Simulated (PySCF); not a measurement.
C₆H₄BF₃.
SMILES with atom numbers: `[F:1][B:2]([F:3])[c:4]1[cH:5][cH:6][c:7]([F:8])[cH:9][cH:10]1` (hydrogens: H11 on C5; H12 on C6; H13 on C9; H14 on C10)

All values: wB97X-D/def2-SVPD (PySCF, non-relativistic), on one gas-phase PBE0-D3(BJ)/def2-SVP geometry that isn't relaxed in the solvent. The solvent is an IEF-PCM continuum (Bondi radii, 1.10 Å for H, scaled by 1.2), and excitations are vertical TDDFT with non-equilibrium linear response and a frozen core. The model holds no explicit solvent molecules, cavitation or dispersion.

Gas-phase singlets (H = HOMO, L = LUMO):

```
state  E (eV)  λ (nm)      f  leading configurations
   S1   5.254     236  0.002    H-1→L 57%, H→L+1 42%
   S2   5.758     215  0.163    H→L 84%, H-1→L+1 14%
   S3   6.700     185  0.382    H→L+1 56%, H-1→L 41%
   S4   6.930     179  0.633    H-1→L+1 82%, H→L 13%
   S5   7.339     169  0.000               H-2→L 96%
```

What are the lowest 5 singlets in acetone (ε = 20.49)?

```tsv
state	E (eV)	λ (nm)	f	leading configurations	change by rank (eV)
S1	5.237	237	0.006	H-1→L 62%, H→L+1 36%	-0.017
S2	5.696	218	0.227	H→L 88%, H-1→L+1 11%	-0.062
S3	6.567	189	0.467	H→L+1 61%, H-1→L 36%	-0.133
S4	6.775	183	0.695	H-1→L+1 86%, H→L 10%	-0.155
S5	7.234	171	0.000	H-2→L 96%	-0.105
```

How does the list change in water (ε = 78.36)?

```json
{"state": "S1", "E (eV)": "5.238", "λ (nm)": "237", "f": "0.006", "leading configurations": "H-1→L 62%, H→L+1 36%", "change by rank (eV)": "-0.016"}
{"state": "S2", "E (eV)": "5.699", "λ (nm)": "218", "f": "0.224", "leading configurations": "H→L 87%, H-1→L+1 11%", "change by rank (eV)": "-0.059"}
{"state": "S3", "E (eV)": "6.576", "λ (nm)": "189", "f": "0.460", "leading configurations": "H→L+1 61%, H-1→L 36%", "change by rank (eV)": "-0.124"}
{"state": "S4", "E (eV)": "6.784", "λ (nm)": "183", "f": "0.692", "leading configurations": "H-1→L+1 86%, H→L 10%", "change by rank (eV)": "-0.146"}
{"state": "S5", "E (eV)": "7.228", "λ (nm)": "172", "f": "0.000", "leading configurations": "H-2→L 96%", "change by rank (eV)": "-0.111"}
```

The ground-state energy changes by -0.152 eV from gas to water. By how much does the total energy of gas-phase S2 change?

E(S2) = E(S0) + excitation energy, so it changes by -0.152 − 0.059 = -0.211 eV: it is lowered more than the ground state, which is what a red shift means. This is the vertical state, with the slow part of the continuum still set for S0.

How do the frontier levels move from gas to water?

```csv
orbital,gas (eV),solvent (eV),change (eV)
LUMO+2,1.82,1.87,+0.05
LUMO+1,0.82,1.04,+0.22
LUMO,0.17,0.31,+0.14
HOMO,-9.53,-9.38,+0.15
HOMO-1,-9.84,-9.62,+0.22
HOMO-2,-12.14,-11.89,+0.25
HOMO-3,-12.21,-12.08,+0.13
```

The HOMO–LUMO gap goes from 9.70 to 9.70 eV. Rows go by rank; for HOMO-3 and HOMO-2 the atom shares or the degeneracy differ between the runs, so the row needn't follow one orbital.

The values belong to the conformer `[F:1][B:2]([F:3])[c:4]1[cH:5][cH:6][c:7]([F:8])[cH:9][cH:10]1`: F1–B2–C4–C5 0°.

Note: wB97X-D ran without an empirical dispersion term, which enters the total energy and its gradient alone.
